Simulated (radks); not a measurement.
Isoelectronic series with 1 electrons, each ion in its NIST ground configuration. Calculated with a radial shooting solver on a logarithmic mesh with Libxc functionals: scalar-relativistic Kohn-Sham, LDA (Slater exchange, Perdew-Wang correlation), spin-polarised, spherical densities, finite nucleus; open shells are filled with parallel spins first; Fermi nuclear charge, rms radius of each element as measured or else 0.836 A^(1/3) + 0.57 fm. Total energies (hartree) and orbital eigenvalues (hartree):

[
 {"ion": "H", "configuration": "1s1", "E (hartree)": "-0.47872", "1s up": "-0.26902"},
 {"ion": "He+", "configuration": "1s1", "E (hartree)": "-1.94186", "1s up": "-1.51052"},
 {"ion": "Li2+", "configuration": "1s1", "E (hartree)": "-4.40264", "1s up": "-3.74873"},
 {"ion": "Be3+", "configuration": "1s1", "E (hartree)": "-7.86291", "1s up": "-6.98607"},
 {"ion": "B4+", "configuration": "1s1", "E (hartree)": "-12.32373", "1s up": "-11.22374"},
 {"ion": "C5+", "configuration": "1s1", "E (hartree)": "-17.78608", "1s up": "-16.46274"},
 {"ion": "N6+", "configuration": "1s1", "E (hartree)": "-24.25096", "1s up": "-22.70406"},
 {"ion": "O7+", "configuration": "1s1", "E (hartree)": "-31.71951", "1s up": "-29.94884"},
 {"ion": "F8+", "configuration": "1s1", "E (hartree)": "-40.19297", "1s up": "-38.19832"},
 {"ion": "Ne9+", "configuration": "1s1", "E (hartree)": "-49.67275", "1s up": "-47.45386"},
 {"ion": "Mg11+", "configuration": "1s1", "E (hartree)": "-71.65770", "1s up": "-68.98949"},
 {"ion": "Al12+", "configuration": "1s1", "E (hartree)": "-84.16646", "1s up": "-81.27313"},
 {"ion": "Si13+", "configuration": "1s1", "E (hartree)": "-97.68875", "1s up": "-94.56994"},
 {"ion": "P14+", "configuration": "1s1", "E (hartree)": "-112.22678", "1s up": "-108.8821"},
 {"ion": "S15+", "configuration": "1s1", "E (hartree)": "-127.78295", "1s up": "-124.2121"},
 {"ion": "Cl16+", "configuration": "1s1", "E (hartree)": "-144.35979", "1s up": "-140.5622"},
 {"ion": "Ar17+", "configuration": "1s1", "E (hartree)": "-161.96006", "1s up": "-157.9354"}
]
